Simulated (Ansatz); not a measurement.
## Reading a saddle point

A first-order saddle point of BNH3Cl2F, closed shell, PBE0-D4/def2-TZVP, with one imaginary mode of 800i cm⁻¹:

B1  (-0.521, 0.294, -0.289)
N2  (0.868, -0.211, -0.013)
Cl3  (-1.459, -0.575, -1.517)
Cl4  (-0.805, 2.027, -0.050)
H5  (0.092, -0.621, 1.061)
F6  (-0.958, -0.477, 1.272)
H7  (1.570, 0.492, 0.168)
H8  (1.213, -0.929, -0.633)
(Å)

Computed with Ansatz 0.2.0 (basis: def2-TZVPP and def2-QZVPP); correlated methods freeze the cores. Extrapolation: Hartree–Fock as exp(−7.88 √X), correlation as X^−2.97.

Which contacts change along the imaginary mode, and what lies on either side? (A judgement: the text doesn't fix the answer.)

Computed: The step is BNH₂Cl₂ ([NH2][B]([Cl])[Cl]) + HF → BCl₂F ([F][B]([Cl])[Cl]) + NH₃ (still joined by a long B–N bond), with the molecules in contact on both sides. Shortening one way: B1–F6, N2–H5; lengthening the same way: B1–N2, H5–F6.
| pair | one side (Å) | saddle (Å) | other side (Å) |
| --- | --- | --- | --- |
| B1–F6 | 3.42 | 1.80 | 1.36 |
| N2–H5 | 1.88 | 1.39 | 1.02 |
| B1–N2 | 1.41 | 1.50 | 1.63 |
| H5–F6 | 0.94 | 1.08 | 2.62 |

Which side is lower, and how far does the saddle lie above each? (To be estimated.)

The calculation gives: The side with B1–F6, N2–H5 short is lower by 23.08 kcal/mol; the saddle lies 42.51 kcal/mol above it and 19.44 kcal/mol above the other (CCSD(T) at an estimated basis limit (MP2 extrapolated from triple and quadruple zeta, plus CCSD(T) − MP2 in triple zeta); electronic energies).

No T1 diagnostic of these runs exceeds 0.011.

Steps of this kind, hydrogen fluoride cutting a network bond, underlie vapour etching and the fluorination step of atomic layer etching.

Labels in which every atom is bracketed show which atoms are joined, not bond orders.

For scale, one of the runs: CCSD(T)/def2-TZVPP, 219 basis functions (an equivalent command: `ansatz run in.yaml --threads 4`). Hardware: 4 CPU threads, shared host. Wall time 93 s; peak host memory 3.4 GiB.
